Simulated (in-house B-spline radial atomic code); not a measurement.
**Solving the quasi-particle equation for 5s up of Tc+**

Configuration [Kr] 4d5 5s1, highest spin, start HSE06; correlation leaves out the 5 deepest shells. Computed with a B-spline radial code for spherical atoms: all electrons, scalar-relativistic (spin-free one-electron X2C), finite nucleus, each spin shell either full or empty, empty states to l = 9 with an (l + 1/2)⁻⁴ tail; G0W0 by contour deformation at full frequency.

RPA overbinds a lone outer s electron by self-correlation, and G0W0 tends to as well.

At the mean-field level ε = -12.451 eV the matrix elements are Σx = -12.29 eV, v_xc = -10.199 eV and Σc(ε) = -1.522 eV, and the slope of the correlation self-energy is dΣc/dω = -0.0710. The quasi-particle energy solves E = ε + Σx − v_xc + Σc(E).

Q: What does the linearised equation give?

A: Z = 1/(1 − dΣc/dω) = 1/1.0710 = 0.9337. The first-order shift is Σx − v_xc + Σc(ε) = -12.29 − (-10.199) + (-1.522) = -3.613 eV, so E ≈ ε + Z × shift = -12.451 + 0.9337 × (-3.613) = -15.824 eV.

Q: How does that compare with the full solution and with static screening?

A: Solving the equation at full frequency dependence gives E = -15.827 eV, where Σc = -1.286 eV and the weight is 0.932; the linearised value is off by 3 meV. Leaving Z out would give -16.064 eV. Static COHSEX puts -2.694 eV in place of Σc and gives -17.236 eV, 1.41 eV deeper.
